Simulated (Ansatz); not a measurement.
System: C₃H₄Cl (charge 0, doublet). It need not be the lowest isomer of its formula. 
Coordinates optimised at B3LYP-D3(BJ)/def2-TZVP (Ansatz, a quantum-chemistry and plane-wave program):
SMILES: C=C[CH]Cl
```xyz
8

C     -2.2515     0.1633    -0.7819
C     -1.1427    -0.0462     0.0008
C      0.1547     0.1472    -0.4345
Cl     1.5128    -0.1283     0.5825
H     -2.1633     0.4996    -1.8070
H     -3.2458    -0.0024    -0.3942
H     -1.2779    -0.3834     1.0230
H      0.4054     0.4807    -1.4308
```
Charge 0, spin multiplicity 2.

Computed values are from Ansatz. Correlated levels leave the core frozen unless marked. UHF or UKS for open shells. Spin-orbit coupling is left out. No relativistic terms. CBS(X,Y): correlation extrapolated as X^-3; Hartree-Fock from the larger set. [CCSD(T)-MP2]/basis is that difference in the basis named.

| Item | Result |
|---|---|
| atomisation energy De | 744.7 kcal/mol at RI-MP2/CBS(aug-cc-pV(T+d)Z,aug-cc-pV(Q+d)Z)+[CCSD(T)-MP2]/aug-cc-pV(T+d)Z |
| total energy | -576.2684 Eh at RI-MP2/CBS(aug-cc-pV(T+d)Z,aug-cc-pV(Q+d)Z)+[CCSD(T)-MP2]/aug-cc-pV(T+d)Z |
| dipole moment | 1.26 D at CCSD(T)/aug-cc-pV(D+d)Z |
| T1 diagnostic | 0.026 at CCSD/aug-cc-pV(T+d)Z |

The UHF reference is spin-contaminated (<S^2> 0.21 over the pure value in the largest basis).
